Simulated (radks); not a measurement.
The numbers below are computed, except where a source is named.
Task: The table gives one normalised radial function P(r) = r R(r) (large component) of Yb in [Xe] 4f14 5d2 (r in bohr). Level of theory: Dirac Kohn-Sham, LDA (Slater exchange, Perdew-Wang correlation), spin-unpolarised, spherical densities, finite nucleus; open shells fill j = l - 1/2 first; Fermi nuclear charge, rms radius 5.3108 fm (a radial shooting solver on a logarithmic mesh with Libxc functionals).

r	P
0.001895	0.0000
0.00261	0.0000
0.003594	0.0000
0.00499	0.0000
0.006871	0.0000
0.009463	0.0000
0.01303	0.0001
0.01809	0.0004
0.02491	0.0014
0.03431	0.0043
0.04725	0.0125
0.06559	0.0352
0.09032	0.0884
0.1244	0.2002
0.1713	0.3988
0.2378	0.6885
0.3275	0.9769
0.451	1.1334
0.621	1.0761
0.8621	0.8494
1.187	0.5797
1.635	0.3503
2.252	0.1926
3.126	0.0964
4.304	0.0456
5.928	0.0195
8.163	0.0070
11.33	0.0018
15.61	0.0003

Which n and l does it have? It may be an empty orbital.

Result: n = 4, l = 3: the number of nodes gives n - l - 1 = 0, the rise at small r points to l (this Dirac orbital starts outside the nucleus as r^gamma with gamma = sqrt((l + 1)^2 - (Z/c)^2) = 3.97; the j = 7/2 orbital of l + 1 starts with the same power, but with a smaller coefficient, and then steepens), and the extent must fit the shell. The curve is that of 4f7/2; the two j differ most near the nucleus, where j = l - 1/2 has the larger amplitude, and in heavy atoms j = l - 1/2 is also the more compact. 4f7/2: eigenvalue -2.090 eV, 0 radial nodes, <r> = 0.810 bohr, 90 % of the charge inside 1.43 bohr.
